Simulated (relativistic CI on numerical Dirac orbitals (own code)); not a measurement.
**Fe²⁺ in a cubic cluster: 2p photoemission with charge transfer**

Computed with a charge-transfer multiplet model of a cubic metal-ligand cluster with up to 3 ligand holes, Slater and spin-orbit integrals from Dirac-Coulomb-Breit ions, Slater integrals scaled by 0.8. The ground state mixes d6 with configurations of k ligand holes L, whose averages lie at kΔ + k(k − 1)U_dd/2; a core hole lowers each added d electron by U_cd. 300 K, Lorentzian 0.6 eV and Gaussian 0.8 eV FWHM.

Atomic integrals in eV (Slater integrals scaled, ζ unscaled), ground: F2dd 8.723, F4dd 5.416, zeta_d 0.049; with the core hole: F2dd 10.208, F4dd 6.385, zeta_d 0.075, zeta_core 8.130, F2cd 5.984, G1cd 4.514, G3cd 2.566.

Cluster parameters (eV): Δ = 6.2, U_dd = 6.8, U_cd = 8, 10Dq(ligand) = 1, V(eg) = 2.45, V(t2g) = -1.22, final-state hopping factor = 0.8.

```tsv
Case	n_d	d6	d7L	d8L2	d9L3	S
10Dq = 0.05 eV	6.19	0.82	0.17	0.01	0.00	2.00
10Dq = 0.65 eV	6.18	0.83	0.17	0.01	0.00	2.00
10Dq = 0.95 eV	6.18	0.83	0.16	0.01	0.00	2.00
```

Weights, n_d and S are thermal averages at 300 K. Binding energies count from the first peak over 30 % of the highest in each spectrum, which can be another peak from case to case. The parameters are a model scan and need not match a compound or its usual spin state. Peaks in eV (height, largest 100):
- 10Dq = 0.05 eV: 0.0 (100), 4.0 (33), 6.0 (41), 9.9 (13), 14.0 (61), 19.5 (19)
- 10Dq = 0.65 eV: 0.0 (100), 4.0 (32), 5.9 (39), 9.9 (12), 13.9 (60), 19.4 (19)
- 10Dq = 0.95 eV: 0.0 (100), 4.2 (31), 6.0 (38), 10.1 (11), 14.0 (60), 19.4 (18)

Curve for 10Dq = 0.95 eV (points under 2 left out, the grid thinned):

```csv
E (eV),Intensity
-3.6,2.1
-3.0,2.9
-2.4,4.3
-1.7,8.5
-1.1,22.8
-0.5,71.9
0.1,98.9
0.7,83.0
1.4,75.2
2.0,62.9
2.6,50.7
3.2,36.1
3.8,31.4
4.5,31.0
5.1,29.9
5.7,36.3
6.3,36.7
6.9,28.9
7.6,21.3
8.2,16.2
8.8,12.3
9.4,10.9
10.0,11.4
10.7,10.4
11.3,9.5
11.9,10.0
12.5,14.8
13.2,38.2
13.8,58.5
14.4,57.1
15.0,44.1
15.6,28.0
16.3,16.1
16.9,12.6
17.5,11.6
18.1,12.2
18.7,14.4
19.4,18.4
20.0,15.9
20.6,13.2
21.2,10.4
21.8,7.9
22.5,5.2
23.1,3.2
23.7,2.1
```

For the case 10Dq = 0.65 eV, Δ = 6.2 eV is smaller than U_dd = 6.8 eV, the charge-transfer side of the Zaanen-Sawatzky-Allen scheme. With the core hole the average of the configuration with one ligand hole lies at Δ − U_cd = -1.8 eV before mixing: the effective hopping of about 3.0 eV (from the holes of the mixed ground state) is comparable with this gap or larger, so the configurations mix strongly.
